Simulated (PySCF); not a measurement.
Mapped SMILES: `[CH:1]1=[CH:2][SiH2:3][CH:4]=[CH:5]1`. Each H is labelled by its parent atom.

GIAO PBE0/pcSseg-1 shifts (PySCF 2.14, gas phase, non-relativistic, equivalent atoms averaged), each against references optimised in the same way as the molecule (TMS).

On the GFN2-xTB geometry: C1/C5 156.7, C2/C4 134.6, Si3 -46.1, H(C1)/H(C5) 7.35, H(C2)/H(C4) 6.26, H(Si3) 4.60 ppm.

Question: What changes on the PBE0-D3(BJ)/def2-SVP geometry?

Answer: 
```json
{"atoms": "C1/C5", "δ (ppm)": "158.3", "change": "+1.6"}
{"atoms": "C2/C4", "δ (ppm)": "134.1", "change": "-0.5"}
{"atoms": "Si3", "δ (ppm)": "-41.7", "change": "+4.4"}
{"atoms": "H(C1)/H(C5)", "δ (ppm)": "7.24", "change": "-0.11"}
{"atoms": "H(C2)/H(C4)", "δ (ppm)": "6.37", "change": "+0.11"}
{"atoms": "H(Si3)", "δ (ppm)": "4.63", "change": "+0.03"}
```

Bonds between heavy atoms that differ most (equivalent bonds averaged): C5–C1 1.457 → 1.481 Å, C2–Si3 1.887 → 1.874 Å, C1–C2 1.338 → 1.350 Å. Mean change of bonds to hydrogen: C–H +0.014 Å, Si–H +0.032 Å.
